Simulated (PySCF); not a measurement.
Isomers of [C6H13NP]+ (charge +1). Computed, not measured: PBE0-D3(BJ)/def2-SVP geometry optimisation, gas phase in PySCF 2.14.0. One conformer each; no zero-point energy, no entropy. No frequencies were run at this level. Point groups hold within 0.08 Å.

**Question.** Order them by energy at this level, lowest first, and give relative energies in kcal/mol.
A. `[CH3:1][NH:2][P+:3]1([CH3:4])[CH2:5][CH:6]=[CH:7][CH2:8]1` (charge +1) with C1–N2–P3–C4 -54°, N2–P3–C5–C6 -100°, P3–C5–C6–C7 -14°, C6–C7–C8–P3 14°, N2–P3–C8–C7 93°
B. `[CH3:1][CH2:2][P+:3]1([N:4]([CH3:5])[CH3:6])[CH:7]=[CH:8]1` (charge +1) with C1–C2–P3–N4 -172°, C2–P3–N4–C5 -30°

**Answer.** A (0.0), B (52.8).

As drawn, the lower has an N–H bond, which the higher lacks; the higher has a three-membered ring, which the lower lacks.

```
            SMILES      E (Eh)  E rel (kcal/mol)  dipole about centre of mass (D)  point group     A, B, C (MHz)
  CN[P+]1(C)CC=CC1  -631.56908               0.0                             1.23           C1  2653, 1331, 1233
CC[P+]1(N(C)C)C=C1  -631.48491              52.8                             0.56           C1  2570, 1404, 1003
```

**Question.** How do the relative energies change in single points at KT2/pcSseg-1 (no added dispersion term) on the same geometries?

**Answer.** 
| SMILES | PBE0-D3(BJ)/def2-SVP (kcal/mol) | KT2/pcSseg-1 (kcal/mol) | shift |
| --- | --- | --- | --- |
| CN[P+]1(C)CC=CC1 | 0.0 | 0.0 | 0.0 |
| CC[P+]1(N(C)C)C=C1 | 52.8 | 51.4 | -1.4 |

Each column counts from its own lowest isomer. The order is unchanged; the largest shift is 1.4 kcal/mol.
